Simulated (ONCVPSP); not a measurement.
**What one change does to a pseudopotential (Fe (Z = 26), ONCV)**

iron (Fe), optimised norm-conserving Vanderbilt (ONCV), made with ONCVPSP 4.0.1 (LDA (Perdew-Wang 92), scalar-relativistic). Core [Ar], reference 3d6 4s1 4p1. Waves: 4s: rc 1.75 bohr, ncon 3, nbas 8, qcut 3.9 1/bohr, 3 projectors, debl 3.2 Ha; 4p: rc 2.40 bohr, ncon 4, nbas 9, qcut 3.5 1/bohr, 2 projectors, debl 3.8 Ha; 3d: rc 1.05 bohr, ncon 4, nbas 9, qcut 15.6 1/bohr, local. Local part: the d channel. Core correction: polynomial model core, fcfact 0.2.

Change: d: nproj 1; local potential polynomial inside 0.80 bohr (lpopt 5, dvloc0 0 Ha).

Cutoffs: the cutoffs (Ha) at which the residual kinetic energy of the hardest occupied pseudo-wave falls to 1 and 0.1 mHa per electron; they do not see the model core or the augmentation charge, which bear on the density cutoff. Errors are all-electron minus pseudo energies relative to the spin-unpolarised reference configuration.

Q: What does the change do?

A: The potential gets neither clearly harder nor softer (87 Ha and 100 Ha → 87 Ha and 100 Ha); the bound ghosts move from p, s to s; the lowest positive-energy flag moves from none to p at 42.0 eV; the errors of the 4 common tests hardly move; the range in which the p phases agree narrows (upper end at the end of the scan → 1.4). In the separable form a ghost depends on how the local part lies against the semilocal potential of the channel, so the choice of the local part can create or remove one.

```tsv
quantity	base	changed
cutoff, loose	87 Ha	87 Ha
cutoff, tight	100 Ha	100 Ha
bound ghosts	s, p	s
GHOST(+) flags under 300 eV	none	p at 42.0 eV, s at 170.9 eV
error for 3d6 4s2 4p0, meV [ΔE -4.18 eV]	-1.1	-1.0
error for 3d6 4s1 4p0, meV [ΔE 4.80 eV]	-2.9	-2.8
error for 3d6 4s0 4p0, meV [ΔE 21.28 eV]	-33	-33
error for 3d7 4s1 4p0, meV [ΔE -5.01 eV]	-107	-101
s: phases at 1.77 bohr within 0.05 rad from the reference energy up to (Ha; the scan ends near 5)	to the end of the scan	to the end of the scan
p: phases at 2.43 bohr within 0.05 rad from the reference energy up to (Ha; the scan ends near 5)	to the end of the scan	1.4
d: phases at 1.07 bohr within 0.05 rad from the reference energy up to (Ha; the scan ends near 5)	3.9	4.8
rms error of d²Exc/dni dnj with the model core, mHa	5.52	5.52
```

 A true bound ghost makes a file unfit for plane-wave use even where its test errors are small: the radial tests pick states by their node count and pass the ghost by.
